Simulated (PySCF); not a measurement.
NICS in rings of unrelated molecules.

Probes without a nucleus sit at each ring's centroid and 1 Å off its mean plane on both sides; NICS is minus the shielding there, NICSzz its component along the normal. Level: GIAO PBE0/pcSseg-1 (PySCF, non-relativistic, gas phase) on the GFN2-xTB geometries, one conformer each. Atom numbers follow the mapped SMILES.

Question: Order these rings by mean NICS(1)zz, lowest (most negative) first (ppm).
A. ring C6–C7–C8–C9–C10–C11 in `[O:1]=[C:2]([Cl:3])[CH2:4][CH2:5][c:6]1[cH:7][cH:8][cH:9][cH:10][cH:11]1`
B. ring C2–P3–C4–C5–S6 in `[Cl:1][c:2]1[p:3][cH:4][cH:5][s:6]1`
C. ring C7–C8–C9 in `[F:1][C@@H:2]1[CH2:3][CH2:4][NH:5][Si@@H:6]1[C@@H:7]1[CH2:8][C@@H:9]1[F:10]`
D. ring C2–C3–C4–N6–N8 in `[F:1][c:2]1[cH:3][c:4]([SiH3:5])[n:6]([SiH3:7])[n:8]1`
E. ring C2–C3–Si4–C5 in `[CH3:1][C:2]1=[CH:3][SiH2:4][C@@H:5]1[CH2:6][C@H:7]([F:8])[Cl:9]`
F. ring C2–Si3–N4–C6–C7 in `[CH2:1]=[C:2]1[SiH2:3][N:4]([CH3:5])[CH2:6][C@@H:7]1[CH:8]([F:9])[F:10]`

Answer: A (-29.0), D (-27.6), B (-23.6), C (-19.8), F (-1.9), E (2.9).

```json
{"SMILES": "O=C(Cl)CCc1ccccc1", "ring": "6-membered carbocycle; formal bonds all aromatic", "NICS(0)": "-8.8", "NICS(1)": "-11.5", "NICS(1)zz": "-29.0", "HOMA": "1.00", "rms pucker (Å)": "0.00", "ring atoms with four or more neighbours": "0"}
{"SMILES": "Fc1cc([SiH3])n([SiH3])n1", "ring": "5-membered ring with 2 N; formal bonds all aromatic", "NICS(0)": "-12.7", "NICS(1)": "-11.1", "NICS(1)zz": "-27.6", "HOMA": "0.93", "rms pucker (Å)": "0.00", "ring atoms with four or more neighbours": "0"}
{"SMILES": "Clc1pccs1", "ring": "5-membered ring with P and S; formal bonds all aromatic", "NICS(0)": "-11.4", "NICS(1)": "-10.7", "NICS(1)zz": "-23.6", "HOMA": "0.72", "rms pucker (Å)": "0.00", "ring atoms with four or more neighbours": "0"}
{"SMILES": "F[C@@H]1CCN[Si@@H]1[C@@H]1C[C@@H]1F", "ring": "3-membered carbocycle; formal bonds all single", "NICS(0)": "-39.2", "NICS(1)": "-8.2", "NICS(1)zz": "-19.8", "HOMA": "–", "rms pucker (Å)": "0.00", "ring atoms with four or more neighbours": "3"}
{"SMILES": "C=C1[SiH2]N(C)C[C@@H]1C(F)F", "ring": "5-membered ring with N and Si; formal bonds all single", "NICS(0)": "-3.9", "NICS(1)": "-2.7", "NICS(1)zz": "-1.9", "HOMA": "–", "rms pucker (Å)": "0.14", "ring atoms with four or more neighbours": "3"}
{"SMILES": "CC1=C[SiH2][C@@H]1C[C@H](F)Cl", "ring": "4-membered ring with Si; formal bonds 1 double, 3 single", "NICS(0)": "0.7", "NICS(1)": "-2.7", "NICS(1)zz": "2.9", "HOMA": "–", "rms pucker (Å)": "0.01", "ring atoms with four or more neighbours": "2"}
```

NICS(0) gives another order. The isotropic NICS(1) ties some rings at the printed digit and otherwise keeps the order. HOMA uses Krygowski's 1993 parameters; it is left out where a ring has a four-coordinate atom, a triple bond, no multiple bond or a kind of bond without parameters. NICS(1) and NICS(1)zz are means over the two faces.
